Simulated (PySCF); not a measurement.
Positional isomers: benzothiophene boryl+vinyl. All species are isolated molecules in the gas phase. One relaxed conformer stands for each flexible species; it need not be the lowest. Strings in code marks are SMILES.

Computed with PySCF with PBE-D3(BJ)/def2-TZVP // B3LYP-D3(BJ)/def2-SVP. All candidates: neutral, multiplicity 1. Delta-SCF ions had no search for a lower state. Excitations are Tamm–Dancoff values on a coarser integration grid. The basis has no diffuse functions, so Rydberg states are missing or too high.

```json
{
  "vertical ionisation energy (Delta-SCF)": "7.80 eV",
  "T1 excitation (TDA)": "2.18 eV",
  "HOMO–LUMO gap": "2.46 eV"
}
```

Question: Identify which member has these values.
(A) `Bc1c(C=C)ccc2sccc12`
(B) `Bc1cc2ccsc2cc1C=C`
(C) `Bc1cc2ccc(C=C)cc2s1`
(D) `Bc1c(C=C)ccc2ccsc12`

Answer: C, `Bc1cc2ccc(C=C)cc2s1`. The others give `Bc1cc2ccsc2cc1C=C`: 7.68 eV, 2.64 eV, 2.80 eV; `Bc1c(C=C)ccc2sccc12`: 7.83 eV, 2.56 eV, 2.79 eV; `Bc1c(C=C)ccc2ccsc12`: 7.74 eV, 2.40 eV, 2.63 eV
